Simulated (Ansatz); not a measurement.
CH3Cl2FMoOS, SMILES `C[O][Mo]([F])(=[S])([Cl])[Cl]`. Total charge 0; spin multiplicity 1. Correlated methods include outer-core shells of Mo, which these sets cover unevenly. Mo takes the def2 core potential.

```xyz
10

C     1.393    0.434   -0.932
O     0.523   -0.523   -0.398
Mo   -0.943   -0.481    0.698
F     0.234   -0.415    2.136
S    -1.731   -2.390    0.589
Cl   -2.371    0.604    2.112
Cl   -1.951    0.731   -0.978
H     0.821    1.109   -1.580
H     1.867    1.011   -0.131
H     2.157   -0.081   -1.516
```

Task: Give the diagnostics of a CCSD(T)/def2-TZVPP run (frozen core, the Gaussian-basis code of Ansatz). (Estimate.)

Result: Computed: T1 = 0.0240, largest single amplitude 0.060, largest double 0.040, (T) share of the correlation energy 5.7 %, 15 CCSD cycles. The RHF solution is unstable towards an unrestricted one. T1 lies over the customary mark of 0.02 for closed shells; compounds of d metals often pass it without a breakdown.
